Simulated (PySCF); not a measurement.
# Where the electron goes

Compound: C6H11As.
Cartesian coordinates in Å at the GFN2-xTB level; atoms count from 1:
```
atom  x, y, z in Å
C1     3.1373    1.4010    1.0892
C2     2.5225    0.4621    0.6692
C3     1.7600   -0.6489    0.1619
As4   -0.0599   -0.7318    0.9951
C5    -0.7876   -2.0389   -0.3008
C6    -0.7406    0.9128    0.1108
C7    -2.2086    1.1727    0.4229
H8     3.6907    2.2146    1.4533
H9     2.2866   -1.5843    0.3791
H10    1.6493   -0.5555   -0.9235
H11   -0.6470   -1.6972   -1.3260
H12   -0.2914   -3.0019   -0.1795
H13   -1.8517   -2.1899   -0.1264
H14   -0.5952    0.8312   -0.9706
H15   -0.1335    1.7530    0.4601
H16   -2.3568    1.2564    1.4997
H17   -2.8308    0.3554    0.0577
H18   -2.5520    2.0955   -0.0437
```

The calculation used PySCF, TDDFT PBE0/def2-SVPD, vertical, gas phase, core orbitals frozen in the response. Relativistic effects, spin–orbit coupling among them, are left out although an element past zinc is present.

Kohn–Sham orbitals with the atoms that hold most of them (Löwdin shares over 4%, at most four atoms; ? is withheld):

```
orbital  ε (eV)                            atoms
 LUMO+2    0.71  C3 14%, C2 13%, C1 13%, H10 12%
 LUMO+1    0.66  As4 27%, C5 21%, H12 9%, H13 7%
   LUMO       ?   As4 30%, C7 10%, C3 10%, C2 7%
   HOMO   -6.72                                ?
 HOMO-1   -7.48                                ?
 HOMO-2   -7.77     C1 41%, C2 39%, C3 8%, H8 4%
 HOMO-3   -8.64   C6 23%, As4 23%, C5 19%, C7 9%
```

Task: Give the leading atoms of the HOMO-1.

Result: C1 (bonded to C and H) 31%; C2 (bonded to 2 C) 28%; As4 (bonded to 3 C) 12%; C3 (bonded to As, C and 2 H) 9%. By element: carbon 69% or more, arsenic 12%.

Task: Which atoms hold the HOMO, and with what shares?

Result: As4 (bonded to 3 C) 55%; C6 (bonded to As, C and 2 H) 10%; C3 (bonded to As, C and 2 H) 10%; C5 (bonded to As and 3 H) 8%. By element: arsenic 55%, carbon 29% or more.

Task: What is the LUMO energy, and the HOMO–LUMO gap?

Result: ε(LUMO) = 0.35 eV; the gap is 7.07 eV (0.2597 hartree).

Task: The HOMO–LUMO gap is 7.07 eV. Where does the response calculation put the lowest singlet, and from which orbitals?

Result: S1 is at 6.02 eV (f = 0.126), 1.04 eV below the gap, made of HOMO→LUMO (95%). Without the coupling terms of the response equations the lowest excitation would equal the gap.

Next come S2 at 6.32 eV (f 0.044), HOMO→LUMO+1 (62%), HOMO→LUMO+2 (20%); S3 at 6.39 eV (f 0.029), HOMO→LUMO+2 (63%), HOMO→LUMO+1 (27%); S4 at 6.45 eV (f 0.011), HOMO-2→LUMO (21%), HOMO→LUMO+3 (18%), HOMO-2→LUMO+3 (14%); S5 at 6.61 eV (f 0.029), HOMO-1→LUMO (23%), HOMO→LUMO+3 (16%), HOMO-2→LUMO (16%).

One conformer stands for the species.
